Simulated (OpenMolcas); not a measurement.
A run on Ti3+ with 5 ligands (iodide, fluoride on the axis) in trigonal bipyramidal coordination (D3h) at 2.73 Å, the axial distance 2.105 Å. A charge of +0.4 e stands 3.2 Å behind each ligand. Ligand basis ANO-RCC-VDZP.

```yaml
Program: OpenMolcas
Method: CASSCF
Basis: ANO-RCC-VDZP [5s4p2d1f]
Scalar_Hamiltonian: DKH2, point nucleus
Active_space: 1 electron in 5 orbitals (3d)
State_averaging: 2S+1 = 2 even, 5 roots
Spin-orbit_coupling: state interaction with AMFI integrals over the reference wave functions
```

191 basis functions. Blocks (2S+1, parity, CSFs, roots kept): 2, even, 5, 5.

How long do the RASSCF and RASSI steps take on 1 thread of Arm Neoverse V1, on a shared host?

About 110 s of wall time, without the integral step.
